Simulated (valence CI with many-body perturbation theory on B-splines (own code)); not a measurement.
E1 line list for Cs L

Method: configuration interaction combined with many-body perturbation theory (CI+MBPT): four valence electrons over a frozen Dirac-Fock core [He], radial functions for each j: 11 s, 11 p, 10 d, 8 f, 5 g, 2 h, with the one-electron correlation potential Σ1, the two-electron term Σ2, the three-electron term Σ3, Breit, model QED; selected CI, second order for the rest, scaled by the run's own slope (own B-spline code, finite nucleus).

The last digits are not significant, and no measured levels were compared; by estimate large intervals hold to a few tenths of a per cent, small ones and those within an open d or f shell to about a per cent. Among the levels kept, up to 890 cm⁻¹ of a level comes from second order outside the variational space, and about a tenth of that is noise between levels of different J, which matters for small intervals.

Lines 201 to 250 of 542 in falling wavelength, among levels below 53702 × 10³ cm⁻¹, chosen from the strongest by gf and those to the six lowest levels. Wavelengths and rates use the calculated energies. Electric multipoles are in the length gauge with retardation, E1 and E2 with the static RPA response of the core. Weak lines are less certain than strong ones. Lines between different terms over intervals too small for the method are left out, as are lines whose strength nearly cancels. The highest levels of a list are the least certain.

Levels are named by their leading jj configuration (3d3/2^4 stands for four electrons in 3d with j = 3/2), which in mixed levels can hold well under half, so a name can repeat and another be missing. Letters in brackets count levels of one name in rising energy.

| λ vac (Å) | Upper | Lower | A (s⁻¹) | S (a.u.) with core polarisation | S without |
| --- | --- | --- | --- | --- | --- |
| 20.62 | (2s 2p1/2 2p3/2 3d3/2) J=2 [c] | (2s^2 2p1/2 3d3/2) J=2 | 3.65e+11 | 7.91e-03 | 7.92e-03 |
| 20.61 | (2s 2p3/2^2 3d3/2) J=1 [b] | (2s^2 2p3/2 3d3/2) J=2 | 7.30e+11 | 9.46e-03 | 9.48e-03 |
| 20.60 | (2s 2p3/2^2 3d3/2) J=2 [b] | (2s^2 2p3/2 3d3/2) J=1 | 3.17e+11 | 6.84e-03 | 6.85e-03 |
| 20.57 | (2p1/2 2p3/2^2 3p1/2) J=1 [b] | (2s 2p1/2 2p3/2 3p1/2) J=2 [c] | 5.67e+11 | 7.31e-03 | 7.32e-03 |
| 20.57 | (2p1/2^2 2p3/2 3s) J=2 | (2s^2 2p1/2 3p3/2) J=1 | 5.56e+11 | 1.19e-02 | 1.19e-02 |
| 20.56 | (2p1/2^2 2p3/2 3d5/2) J=3 | (2s 2p1/2^2 3d5/2) J=2 | 2.38e+11 | 7.15e-03 | 7.17e-03 |
| 20.56 | (2s 2p3/2^2 3s) J=1 [b] | (2s^2 2p3/2 3s) J=1 | 1.37e+12 | 1.76e-02 | 1.76e-02 |
| 20.56 | (2s 2p1/2 2p3/2 3d3/2) J=2 [d] | (2s 2p1/2^2 3p1/2) J=1 | 3.44e+11 | 7.37e-03 | 7.38e-03 |
| 20.54 | (2s 2p3/2^2 3p1/2) J=1 [b] | (2s^2 2p3/2 3p1/2) J=2 | 5.32e+11 | 6.82e-03 | 6.83e-03 |
| 20.54 | (2s 2p3/2^2 3s) J=1 [a] | (2s^2 2p3/2 3s) J=2 | 8.39e+11 | 1.08e-02 | 1.08e-02 |
| 20.53 | (2s 2p1/2 2p3/2 3p3/2) J=1 [d] | (2s^2 2p1/2 3p3/2) J=2 | 5.98e+11 | 7.66e-03 | 7.68e-03 |
| 20.52 | (2p1/2^2 2p3/2 3d3/2) J=3 | (2s 2p1/2^2 3d3/2) J=2 | 4.86e+11 | 1.45e-02 | 1.45e-02 |
| 20.51 | (2p1/2 2p3/2^2 3p3/2) J=2 [c] | (2s 2p1/2 2p3/2 3p3/2) J=3 [c] | 5.90e+11 | 1.26e-02 | 1.26e-02 |
| 20.50 | (2p1/2 2p3/2^2 3s) J=1 [b] | (2s 2p1/2 2p3/2 3s) J=2 [c] | 8.58e+11 | 1.09e-02 | 1.10e-02 |
| 20.49 | (2s 2p3/2^2 3d5/2) J=4 [b] | (2s^2 2p3/2 3d5/2) J=4 | 9.83e+11 | 3.75e-02 | 3.76e-02 |
| 20.48 | (2s 2p3/2^2 3d3/2) J=2 [c] | (2s^2 2p3/2 3d3/2) J=3 | 8.73e+11 | 1.85e-02 | 1.85e-02 |
| 20.47 | (2s 2p3/2^2 3d3/2) J=3 [b] | (2s^2 2p3/2 3d3/2) J=3 | 9.30e+11 | 2.75e-02 | 2.76e-02 |
| 20.46 | (2s 2p3/2^2 3p1/2) J=1 [a] | (2s^2 2p3/2 3p1/2) J=1 | 5.02e+11 | 6.37e-03 | 6.38e-03 |
| 20.46 | (2s 2p3/2^2 3p1/2) J=2 [b] | (2s^2 2p3/2 3p1/2) J=2 | 1.24e+12 | 2.62e-02 | 2.63e-02 |
| 20.45 | (2s 2p3/2^2 3p1/2) J=1 [b] | (2s^2 2p3/2 3p1/2) J=1 | 7.99e+11 | 1.01e-02 | 1.01e-02 |
| 20.41 | (2s 2p3/2^2 3d5/2) J=3 [b] | (2s^2 2p3/2 3d5/2) J=4 | 1.07e+12 | 3.13e-02 | 3.14e-02 |
| 20.36 | (2s 2p1/2 2p3/2^2) J=1 [a] | (2s^2 2p1/2 2p3/2) J=2 | 4.58e+10 | 5.72e-04 | 5.73e-04 |
| 20.35 | (2p1/2 2p3/2^2 3d3/2) J=4 | (2s 2p1/2 2p3/2 3d3/2) J=4 | 3.56e+11 | 1.33e-02 | 1.33e-02 |
| 20.34 | (2s 2p1/2 2p3/2^2) J=0 | (2s^2 2p1/2 2p3/2) J=1 | 7.83e+11 | 3.25e-03 | 3.25e-03 |
| 20.30 | (2p1/2 2p3/2^2 3p3/2) J=1 [c] | (2s 2p1/2 2p3/2 3p3/2) J=2 [c] | 5.94e+11 | 7.36e-03 | 7.38e-03 |
| 20.30 | (2s 2p3/2^2 3s) J=2 [b] | (2s^2 2p3/2 3s) J=2 | 1.22e+12 | 2.52e-02 | 2.53e-02 |
| 20.30 | (2s 2p3/2^2 3d5/2) J=2 [c] | (2s^2 2p3/2 3d5/2) J=3 | 1.11e+12 | 2.29e-02 | 2.29e-02 |
| 20.29 | (2s 2p3/2^2 3d5/2) J=1 [b] | (2s^2 2p3/2 3d5/2) J=2 | 6.68e+11 | 8.27e-03 | 8.28e-03 |
| 20.28 | (2s 2p3/2^2 3d3/2) J=2 [b] | (2s^2 2p3/2 3d3/2) J=2 | 5.90e+11 | 1.22e-02 | 1.22e-02 |
| 20.28 | (2p1/2^2 2p3/2 3d5/2) J=1 | (2s 2p1/2^2 3d5/2) J=2 | 5.73e+11 | 7.08e-03 | 7.09e-03 |
| 20.28 | (2s 2p3/2^2 3p3/2) J=3 [b] | (2s^2 2p3/2 3p3/2) J=3 | 8.11e+11 | 2.34e-02 | 2.34e-02 |
| 20.26 | (2p1/2 2p3/2^2 3p1/2) J=3 | (2s 2p1/2 2p3/2 3p1/2) J=3 | 5.59e+11 | 1.61e-02 | 1.61e-02 |
| 20.26 | (2p1/2 2p3/2^2 3d3/2) J=2 [b] | (2s 2p1/2 2p3/2 3d3/2) J=2 [b] | 3.36e+11 | 6.91e-03 | 6.92e-03 |
| 20.26 | (2p1/2^2 2p3/2 3d3/2) J=1 | (2s 2p1/2^2 3d3/2) J=1 | 5.45e+11 | 6.71e-03 | 6.72e-03 |
| 20.23 | (2p1/2 2p3/2^2 3p3/2) J=4 | (2s 2p1/2 2p3/2 3p3/2) J=4 | 5.32e+11 | 1.96e-02 | 1.96e-02 |
| 20.21 | (2p1/2 2p3/2^2 3s) J=3 | (2s 2p1/2 2p3/2 3s) J=3 | 6.63e+11 | 1.89e-02 | 1.89e-02 |
| 20.17 | (2p1/2 2p3/2^2 3p1/2) J=2 [b] | (2s 2p1/2 2p3/2 3p1/2) J=2 [b] | 5.54e+11 | 1.12e-02 | 1.12e-02 |
| 20.17 | (2s 2p1/2^2 2p3/2) J=1 | (2s^2 2p1/2^2) J=0 | 9.31e+11 | 1.13e-02 | 1.13e-02 |
| 20.15 | (2s 2p3/2^2 3p3/2) J=1 [c] | (2s^2 2p3/2 3p3/2) J=2 | 7.32e+11 | 8.87e-03 | 8.89e-03 |
| 20.15 | (2p1/2 2p3/2^2 3s) J=2 [b] | (2s 2p1/2 2p3/2 3s) J=2 [b] | 3.64e+11 | 7.35e-03 | 7.36e-03 |
| 20.11 | (2p1/2^2 2p3/2 3p3/2) J=2 | (2s 2p1/2^2 3p3/2) J=2 | 3.10e+11 | 6.23e-03 | 6.25e-03 |
| 20.07 | (2p1/2^2 2p3/2 3d5/2) J=3 | (2s 2p1/2^2 3d5/2) J=3 | 3.35e+11 | 9.37e-03 | 9.38e-03 |
| 20.06 | (2p1/2 2p3/2^2 3d3/2) J=3 [b] | (2s 2p1/2 2p3/2 3d3/2) J=3 [b] | 3.54e+11 | 9.87e-03 | 9.89e-03 |
| 20.02 | (2s 2p1/2 2p3/2^2) J=2 [b] | (2s^2 2p1/2 2p3/2) J=2 | 1.36e+12 | 2.70e-02 | 2.71e-02 |
| 19.94 | (2p1/2 2p3/2^2 3s) J=1 [a] | (2s 2p1/2 2p3/2 3s) J=1 [a] | 5.26e+11 | 6.18e-03 | 6.19e-03 |
| 19.91 | (2s 2p1/2 2p3/2^2) J=1 [b] | (2s^2 2p1/2 2p3/2) J=2 | 1.08e+12 | 1.26e-02 | 1.26e-02 |
| 19.89 | (2p1/2 2p3/2^2 3d3/2) J=3 [a] | (2s 2p1/2 2p3/2 3d3/2) J=3 [a] | 4.02e+11 | 1.09e-02 | 1.10e-02 |
| 19.89 | (2p1/2 2p3/2^2 3p1/2) J=2 [a] | (2s 2p1/2 2p3/2 3p1/2) J=2 [a] | 5.28e+11 | 1.02e-02 | 1.03e-02 |
| 19.88 | (2p1/2 2p3/2^2 3p3/2) J=3 [a] | (2s 2p1/2 2p3/2 3p3/2) J=3 [a] | 5.50e+11 | 1.49e-02 | 1.49e-02 |
| 19.84 | (2s 2p1/2 2p3/2^2) J=1 [a] | (2s^2 2p1/2 2p3/2) J=1 | 1.39e+12 | 1.61e-02 | 1.62e-02 |
